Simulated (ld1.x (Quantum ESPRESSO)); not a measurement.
**tellurium: one change to a TM potential, before and after**

```
Element                 : tellurium
Generator               : ld1.x (Quantum ESPRESSO) 7.5
Type                    : norm-conserving Troullier–Martins (Kleinman–Bylander form)
Functional              : PBEsol
Relativity              : scalar-relativistic
Frozen core             : [Kr] 4d10
Valence charge          : 6
Reference configuration : 5s1 5p5
Partial waves           : 5s (bound): rc 1.50 bohr; 5p (bound): rc 1.55 bohr; 5d channel at -0.05 Ry: rc 1.60 bohr
Local potential         : the d channel
Core correction         : a·sin(br)/r model core inside 0.70 bohr
```

All-electron outer shells of the reference configuration (PBEsol, scalar-relativistic, ld1.x):

```
shell  level (eV)  outermost node (bohr)  outermost maximum (bohr)
   4p     -115.63                   0.38                      0.74
   4d      -42.93                   0.36                      0.81
   5s      -15.90                   0.91                      1.77
   5p       -6.52                   1.00                      2.14
```

Change: reference 5s2 5p3.

Cutoffs: the cutoffs (Ry, on a coarse ladder) from which the occupation-weighted sum of valence levels, in a spherical-Bessel basis at the reference potential, stays within 10 and 1 mRy of its value at 400 Ry; they do not see the model core or the augmentation charge, which bear on the density cutoff. Errors are all-electron minus pseudo energies relative to the spin-unpolarised reference configuration.

**Question.** What does the change do?

**Answer.** The potential gets neither clearly harder nor softer (60 Ry and 160 Ry → 60 Ry and 140 Ry); both files keep a bound ghost (p, s); the range in which the s phases agree narrows (upper end 1.9 → 0.5); the range in which the p phases agree narrows (upper end at the end of the scan → 0.6).

| quantity | base | changed |
| --- | --- | --- |
| cutoff, loose | 60 Ry | 60 Ry |
| cutoff, tight | 160 Ry | 140 Ry |
| loose cutoff by channel (10 mRy a level) | s 35 Ry, p 50 Ry | s 35 Ry, p 45 Ry |
| bound ghosts | s, p | s, p |
| largest error over its own tests, meV | -209 | -213 |
| s: phases at 1.74 bohr within 0.05 rad from the reference energy up to (Ry; the scan ends near 5) | 1.9 | 0.5 |
| p: phases at 1.74 bohr within 0.05 rad from the reference energy up to (Ry; the scan ends near 5) | to the end of the scan | 0.6 |
| d: phases at 1.74 bohr within 0.05 rad from the reference energy up to (Ry; the scan ends near 5) | 0.7 | 0.1 |

 A true bound ghost makes a file unfit for plane-wave use even where its test errors are small: the radial tests pick states by their node count and pass the ghost by.
